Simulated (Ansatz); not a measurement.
`O[BH][GaH][GeH3]` + `C=C(N)S` → `C=C(N)SBO` + `[GaH2][GeH3]`  (cleavage of the B–Ga bond)

Program: Ansatz. Geometries: PBE0-D4/def2-TZVP. ΔE: electronic, gas phase. CCSD(T)/CBS adds triple-zeta CCSD(T) − MP2 to the extrapolated MP2 energy (def2 sets, frozen cores). DFT in def2-TZVPP. B3LYP here is the variant with VWN-RPA as its local correlation; programs differ in this. For Ga, Ge outer-core shells are correlated without core-valence functions, which leaves a few kJ/mol of doubt a bond. Scalar relativity is left out up to krypton. One conformer a species, not always the lowest.

```json
{"level": "B3LYP-D4", "ΔE (kJ/mol)": "-111.6"}
{"level": "ωB97M-V", "ΔE (kJ/mol)": "-114.2"}
{"level": "PBE", "ΔE (kJ/mol)": "-107.7"}
{"level": "HF/def2-QZVPP", "ΔE (kJ/mol)": "-106.5"}
```

Task: What does CCSD(T)/CBS give? (Best estimate.)

Result: Computed: -110.5 kJ/mol. The listed levels differ from it by -1.1, -3.7, 2.8, 4.0 kJ/mol.

Largest T1 diagnostic among the species: 0.014.

In def2-TZVPP, CCSD(T) changes the Hartree–Fock value by −6.6 kJ/mol (the triples alone add −3.8 kJ/mol) and MP2 by −12.8 kJ/mol. The D4 term adds −6.4 kJ/mol with B3LYP and −3.4 kJ/mol with PBE0; it sums over pairs of atoms, weighted by their polarisabilities, and B3LYP, whose exchange is more repulsive, gets the larger term.
